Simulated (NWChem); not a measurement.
# H$_{2}$Ge in NWChem

```xyz
3

Ge     0.0000     0.0000     0.0664
H     -1.1425     0.0000    -1.0616
H      1.1425     0.0000    -1.0616
```
Charge 0, spin multiplicity 1.

Program: NWChem. The geometry was optimised at B3LYP/def2-SVP, a minimum by its harmonic frequencies.

Symmetry labels belong to the abelian group C2v used in the runs, with the axes of the coordinates shown.

The Hamiltonian is non-relativistic. The correlated methods keep 9 core orbitals frozen. The structure started from a generated list of species.

Task: List the 4 singlet excitations that EOM-CCSD/def2-SVPD, 9 core orbitals frozen gives, with oscillator strengths.

Result: 
```csv
state,symmetry,energy (eV),wavelength (nm),f
1,b2,2.53,490,0.013
2,a2,4.30,288,0.000
3,a1,6.46,192,0.219
4,b1,7.18,173,0.226
```
These are the lowest roots of each symmetry, so higher states are missing between them.
